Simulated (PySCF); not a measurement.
**Simulated characterisation data**

- GIAO PBE0/pcSseg-1 shieldings
- GFN2-xTB geometry
- run in PySCF
- non-relativistic Hamiltonian, fast rotation and ring inversion assumed for equivalent nuclei, no solvent model, one computed conformer

Scale: TMS for ¹H, ¹³C (reference shieldings calculated alike). Splittings of carbon signals by F and P are missing where no couplings were computed. Where no couplings were computed, multiplicities follow the n + 1 count of equivalent neighbours, and m marks all less simple cases (inequivalent or close neighbours, rings, F or P nearby). Shifts are as computed. Against solution values, carbons near 30 ppm lie about +3 ppm off and those near 130 ppm about +5 ppm. Of 1211 compounds with measured shifts, 218 miss one by over three times the rms of a fit or turn the order of signals round; such compounds aren't used in these exercises.

Compound 1 (C5H12O2Si). ¹H NMR (600 MHz, computed): δ 4.81 (s, 3H), 2.27 (m, 2H), 2.20 (m, 1H), 0.98 (d, 6H). ¹³C{¹H} NMR (computed): δ 180.3 (C), 47.3 (CH2), 28.2 (CH), 24.0 (CH3). Structure: SMILES CC(C)CC(=O)O[SiH3].

Compound 2 (C8H14NP). ¹H NMR (600 MHz, computed): δ 7.88 (m, 1H), 7.20 (m, 1H), 4.03 (q, 2H), 2.82 (m, 1H), 1.42 (d, 6H), 1.41 (t, 3H). ¹³C{¹H} NMR (computed): δ 169.4 (C), 157.9 (CH), 129.0 (CH), 50.3 (CH2), 35.3 (CH), 32.0 (CH3), 21.5 (CH3). Structure: SMILES CCn1cpc(C(C)C)c1.
